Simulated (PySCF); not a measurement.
stibine (H3Sb), SMILES [SbH3].

The structure is a stationary point at B3LYP-D3(BJ)/def2-TZVPD. The def2 effective core potentials stand for the cores of Sb; spin–orbit coupling is left out.

Two levels are set side by side: PBE/def2-TZVPD (PySCF) and r2SCAN/def2-TZVPD (PySCF). Same geometry, gas phase. Differences are taken from unrounded values.

| quantity | r2SCAN | PBE | PBE minus r2SCAN |
|---|---|---|---|
| orbital gap (eV) | 6.07 | 5.53 | -0.54 |
| highest occupied level (eV) | -6.77 | -6.52 | 0.25 |
| lowest empty level (eV) | -0.70 | -0.99 | -0.29 |
| dipole moment (D) | 0.32 | 0.38 | 0.06 |
| mean polarisability (bohr³) | 47.0 | 48.3 | 1.4 |

Rough cost on one machine, each run with all the roots and properties that it gave: r2SCAN against PBE about 3 times.
